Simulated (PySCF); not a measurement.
## Vertical excitation energies

Species: C₅H₈N₂O₂.
Geometry (GFN2-xTB, Å), atoms numbered from 1 in this order:
```xyz
17
C5H8N2O2 angstrom
C     -2.8433   -0.0180   -0.6442
O     -2.1736   -0.6920    0.3952
C     -0.8874   -0.2189    0.6739
C      0.1577   -0.6056   -0.4000
C      1.4864   -0.1139    0.0117
N      1.9921    1.0665   -0.2004
C      3.1908    0.9988    0.4315
N      3.4136   -0.1465    0.9993
O      2.3052   -0.8869    0.7346
H     -2.7998    1.0679   -0.5036
H     -3.8794   -0.3474   -0.6004
H     -2.4304   -0.2673   -1.6273
H     -0.8894    0.8756    0.7870
H     -0.6100   -0.6772    1.6270
H     -0.1043   -0.1426   -1.3511
H      0.1778   -1.6907   -0.5033
H      3.8870    1.8103    0.4587
```

Level of theory: TDDFT B3LYP/def2-SVPD, vertical, gas phase, core orbitals frozen in the response in PySCF.

| state | λ (nm) | E (eV) | f | main configurations (H = HOMO, L = LUMO) |
| --- | --- | --- | --- | --- |
| S1 | 213.5 | 5.81 | 0.095 | H→L (85%), H-2→L (12%) |
| S2 | 209.5 | 5.92 | 0.016 | H-2→L (87%), H→L (12%) |
| S3 | 181.1 | 6.85 | 0.129 | H-1→L (74%), H→L+1 (10%), H-4→L (8%) |
| S4 | 178.6 | 6.94 | 0.032 | H→L+1 (82%), H-1→L (9%) |
| S5 | 178.0 | 6.97 | 0.010 | H-4→L (90%) |
| S6 | 170.5 | 7.27 | 0.0066 | H-3→L (50%), H→L+2 (32%), H-5→L (8%) |
| S7 | 166.7 | 7.44 | 0.011 | H-3→L (36%), H→L+2 (26%), H→L+3 (10%) |
| S8 | 165.1 | 7.51 | 0.010 | H-2→L+2 (42%), H→L+3 (28%), H-2→L+1 (10%) |

Triplets (Tamm–Dancoff): T1 4.57 eV, H-1→L (58%), H→L (34%); T2 5.39 eV, H-2→L (89%); T3 5.80 eV, H→L (60%), H-1→L (28%).

The lowest singlet lies at 5.81 eV (213 nm, ultraviolet) and is of moderate strength; its leading configuration is HOMO→LUMO (85%). The strongest level in the table is S3 at 6.85 eV (181 nm, f = 0.129). Löwdin shares by element: HOMO oxygen 49% or more, carbon 23% or more (atoms not listed hold the other 28%); LUMO carbon 37% or more, nitrogen 20% or more, oxygen 18% or more (atoms not listed hold the other 24%). Weighted by f, the mean energy of these states is 6.55 eV. Orbital energies (eV): HOMO-3 -9.15, HOMO-2 -8.46, HOMO-1 -8.36, HOMO -7.56, LUMO -1.09, LUMO+1 0.27, LUMO+2 0.58. Of the 8 states listed, 7 reach f = 0.01 and none stays under 0.0005. The window holds the lowest 8 singlets.

On one thread, Arm Neoverse V1 (aarch64), no GPU, on a shared host, this took 57 s and 0.97 GiB of memory at its peak.

One conformer stands for the species.
